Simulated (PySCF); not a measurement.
CH₉OSbSi₂. Atoms are numbered in the order given.

```xyz
14

Sb     0.0570    -0.0814     0.7158
O     -0.2510    -1.6658    -0.5246
C     -1.5715    -2.1126    -0.6843
H     -2.2256    -1.3658    -1.1850
H     -1.5491    -3.0118    -1.3241
H     -2.0624    -2.3956     0.2707
Si     2.1376     0.4803    -0.7165
H      3.1240    -0.6301    -0.5671
H      2.7581     1.7516    -0.2292
H      1.7659     0.6290    -2.1548
Si    -1.3189     1.6121    -0.7154
H     -2.7663     1.5957    -0.3395
H     -1.1897     1.2973    -2.1706
H     -0.7855     2.9867    -0.4566
```
Charge 0, spin multiplicity 1.

Geometry: r2SCAN-D4/def2-SVP. The def2 effective core potentials stand for the cores of Sb; spin–orbit coupling is left out. One conformer was computed; it need not be the lowest.

Method: TDDFT-PBE/def2-SVPD (PySCF).

Vertical excitations. Isolated molecule, no solvent.

Computed excitation energies, oscillator strengths and character:
```
state  energy (eV)  λ (nm)      f                            main pairs
-----  -----------  ------  -----  ------------------------------------
S1            3.43     362  0.005                        HOMO→LUMO 99 %
S2            4.45     279  0.015    HOMO−1→LUMO 69 %, HOMO→LUMO+1 22 %
S3            4.52     274  0.048    HOMO→LUMO+1 69 %, HOMO−1→LUMO 24 %
S4            4.74     262  0.020    HOMO→LUMO+2 53 %, HOMO−2→LUMO 44 %
S5            4.78     259  0.037    HOMO−2→LUMO 51 %, HOMO→LUMO+2 42 %
S6            5.13     242  0.008    HOMO→LUMO+3 74 %, HOMO−3→LUMO 18 %
S7            5.23     237  0.036    HOMO−3→LUMO 68 %, HOMO→LUMO+3 17 %
S8            5.40     230  0.003  HOMO−1→LUMO+1 48 %, HOMO→LUMO+4 47 %
S9            5.54     224  0.050  HOMO→LUMO+4 47 %, HOMO−1→LUMO+1 30 %
S10           5.75     215  0.004                      HOMO→LUMO+5 96 %
T1            2.95     421      0                        HOMO→LUMO 99 %
T2            3.88     320      0                      HOMO−1→LUMO 96 %
T3            4.02     308      0                      HOMO→LUMO+1 93 %
T4            4.31     288      0                      HOMO−2→LUMO 97 %
```
Triplets are in the Tamm–Dancoff approximation, which puts them higher than full response would, so one can lie above its singlet here.
